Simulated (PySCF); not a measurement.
B(AsH2)(F)(OH) (AsBFH₃O), SMILES OB(F)[AsH2].

Geometry optimised at r2SCAN-D4/def2-SVP. One conformer was computed; it need not be the lowest.

The numbers are results of TDDFT-PBE0/def2-SVPD (PySCF), not measurements.

Vertical excitations. 

Computed excitation energies, oscillator strengths and character:
```csv
state,energy (eV),λ (nm),f,main pairs
S1,6.06,205,0.020,HOMO→LUMO 97 %
S2,6.65,187,0.066,"HOMO→LUMO+2 65 %, HOMO→LUMO+1 30 %"
S3,6.70,185,0.095,"HOMO→LUMO+1 61 %, HOMO→LUMO+2 31 %"
S4,7.48,166,0.127,HOMO→LUMO+3 82 %
S5,7.59,163,0.067,HOMO−1→LUMO 81 %
S6,7.83,158,0.068,HOMO→LUMO+4 83 %
S7,8.07,154,0.005,HOMO−1→LUMO+1 78 %
S8,8.32,149,0.009,"HOMO−1→LUMO+2 44 %, HOMO→LUMO+5 40 %, HOMO−2→LUMO 9 %"
S9,8.38,148,0.014,"HOMO→LUMO+5 53 %, HOMO−1→LUMO+2 26 %, HOMO−2→LUMO 12 %"
S10,8.96,138,0.095,"HOMO−2→LUMO 62 %, HOMO−1→LUMO+2 13 %, HOMO→LUMO+8 11 %"
T1,5.22,238,0,"HOMO→LUMO 67 %, HOMO→LUMO+1 27 %"
T2,5.69,218,0,HOMO→LUMO+2 93 %
T3,6.04,205,0,"HOMO→LUMO+1 63 %, HOMO→LUMO 24 %"
T4,6.71,185,0,"HOMO→LUMO+3 50 %, HOMO→LUMO+4 22 %, HOMO−1→LUMO 10 %"
```
Triplets are in the Tamm–Dancoff approximation, which puts them higher than full response would, so one can lie above its singlet here.
